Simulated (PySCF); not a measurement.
Isomers of [C7H9]+ (charge +1), one GFN2-xTB conformer each. Single-point energies are computed at PBE0/pcSseg-1 (PySCF, gas phase, no added dispersion term), electronic only.

Question: Rank them by PBE0/pcSseg-1 energy, lowest first (kcal/mol).
A. `[CH2:1]=[C:2]([CH3:3])[CH2:4][c+:5]1[cH:6][cH:7]1` (charge +1) with C1–C2–C4–C5 -85°, C2–C4–C5–C6 86°
B. `[CH2:1]=[CH:2][CH2:3][c:4]1[cH:5][c+:6]1[CH3:7]` (charge +1) with C1–C2–C3–C4 -105°, C2–C3–C4–C5 90°

Answer: B (0.0), A (12.2).

GFN2-xTB itself gives, in the same order: 0.0, 10.4. Both levels put the same isomer lowest.

Question: Which frontier levels and rotational constants go with these structures?

Answer: 
```json
{"SMILES": "C=CCc1c[c+]1C", "HOMO (eV, PBE0/pcSseg-1)": "-12.03", "LUMO (eV)": "-6.35", "A, B, C (MHz)": "5723, 1473, 1389"}
{"SMILES": "C=C(C)C[c+]1cc1", "HOMO (eV, PBE0/pcSseg-1)": "-11.91", "LUMO (eV)": "-6.66", "A, B, C (MHz)": "4675, 1996, 1790"}
```

Question: As an exercise, what shares would exp(−E/RT) give at 2000 K from these electronic energies alone (no entropy, no degeneracies)?

Answer: RT = 3.974 kcal/mol: C=CCc1c[c+]1C 95.5 %, C=C(C)C[c+]1cc1 4.5 %.
